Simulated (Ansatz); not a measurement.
`[AlH2]/[N]=C\[SeH]` + `C1N[SiH2]1` → `[AlH2][N]1C[SiH2]1` + `N=C[SeH]` at 400 K and 1 bar (ligand exchange at the Al–N bond).

Calculated with Ansatz (gas phase, PBE0-D4/def2-TZVP geometries, no zero-point term in ΔE). CBS: MP2 limit from def2 TZ/QZ plus the TZ coupled-cluster correction, frozen cores. For Se outer-core shells are correlated without core-valence functions, which leaves a few kJ/mol of doubt a bond. Scalar relativity is left out up to krypton. Each species was taken in one conformer, which may not be the lowest.

```json
{"species": "`[AlH2]/[N]=C\\[SeH]`", "CCSD(T)/CBS energy (Eh)": "-2737.86550", "H − E (kJ/mol)": "140.6", "S (J/(mol·K))": "372.0"}
{"species": "`C1N[SiH2]1`", "CCSD(T)/CBS energy (Eh)": "-384.79623", "H − E (kJ/mol)": "175.1", "S (J/(mol·K))": "290.7"}
{"species": "`[AlH2][N]1C[SiH2]1`", "CCSD(T)/CBS energy (Eh)": "-627.44019", "H − E (kJ/mol)": "194.8", "S (J/(mol·K))": "358.7"}
{"species": "`N=C[SeH]`", "CCSD(T)/CBS energy (Eh)": "-2495.22891", "H − E (kJ/mol)": "121.7", "S (J/(mol·K))": "301.1"}
```

H − E and S are ideal-gas, rigid-rotor, harmonic terms from PBE0-D4/def2-TZVP, for one conformer and one mirror image of each species. 1 Eh = 2625.50 kJ/mol, R = 8.31446 J/(mol·K).

Task: By hand: ΔE, ΔH, ΔS and ΔG.

Result: ΔE = (-627.44019) + (-2495.22891) − (-2737.86550) − (-384.79623) = -0.00737 Eh = -19.3 kJ/mol. Δ(H − E) = 194.8 + 121.7 − 140.6 − 175.1 = 0.8, so ΔH = -18.5 kJ/mol. ΔS = 358.7 + 301.1 − 372.0 − 290.7 = -2.9 J/(mol·K). ΔG = -18.5 − 400 × (-2.9)/1000 = -17.3 kJ/mol.

Task: By hand: the equilibrium constant, and the temperature at which ΔG would vanish if ΔH and ΔS stayed fixed.

Result: log₁₀ K = −ΔG/(RT ln 10) = 2.3. ΔG = 0 at ΔH/ΔS = 6379 K, far beyond where these terms or the molecules hold.

The number of gas molecules stays the same, so ΔS is small and ΔH decides. A doubt of 5 kJ/mol in ΔE shifts log₁₀ K by 0.7 here. Other conformers and mirror images would add mixing entropy, several J/(mol·K) or more a flexible species. These are equilibria of isolated gas molecules and say nothing of rates. Largest T1 diagnostic: 0.013 (customary marks: 0.02 for closed shells, 0.045 for open ones).
